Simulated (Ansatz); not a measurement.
Geometry optimisation, Ansatz, RKS r2SCAN/def2-mTZVP.

Input:

```yaml
crystal:
  periodic: [false, false, false]
  atoms:
    - { symbol: Ga, position_ang: [0.0, 0.0, 0.0] }
    - { symbol: Cl, position_ang: [1.5475, 0.0, 1.8865] }
    - { symbol: H, position_ang: [1.7697, 0.0, 0.0287] }
    - { symbol: H, position_ang: [-1.3596, 0.0, -0.785] }
basis:
  gaussian: { orbitals: def2-mTZVP }
hamiltonian:
  xc: r2scan
relax:
  f_tol: 0.15
  max_steps: 25
  restrain:
    - { distance: [1, 2], at: 1.37, k: 30.0 }
    - { distance: [0, 1], at: 3.44, k: 30.0 }
    - { distance: [0, 2], at: 2.77, k: 30.0 }
output:
  orbitals: {}
```

Command:

```bash
$ ansatz run input.yaml --threads 1 --pin off --max-ram 2048MiB --backend cpu --events-out ev --progress --plain --runs-dir out
```

Problem. Where does it end, and by what steps?

Solution. The forces met the threshold. The restraints hold the end off the free minimum; the threshold counts their pulls, which the force column leaves out. Restrained pairs: Cl2–H3 (1.87 → 1.34 Å), Ga1–Cl2 (2.44 → 3.44 Å), Ga1–H3 (1.77 → 2.77 Å). After 8 steps the energy has fallen by 0.714 eV (the restraints' own energy left out); Ga1 moved furthest, 0.97 Å.

| step | energy less start (eV) | largest force component (eV/Å) | accepted |
| --- | --- | --- | --- |
| 0 | 0.0000 | 3.622 | yes |
| 1 | 1.1415 | 6.636 | yes |
| 2 | 1.9915 | 8.993 | yes |
| 3 | 1.2033 | 7.987 | yes |
| 4 | -0.1401 | 3.001 | yes |
| 5 | -0.6254 | 0.686 | yes |
| 6 | -0.6695 | 1.001 | yes |
| 7 | -0.7030 | 0.827 | yes |
| 8 | -0.7141 | 0.836 | yes |

```xyz
4
Properties=species:S:1:pos:R:3
Ga -0.166 0.000 -0.952
Cl 1.757 0.000 1.903
H 2.117 0.000 0.611
H -1.750 0.000 -0.431
```

Time of the run: 43 s on 1 thread of AMD EPYC 7R43 64-Core Processor (Zen 3), with other jobs on the host, peak memory 0.14 GiB.
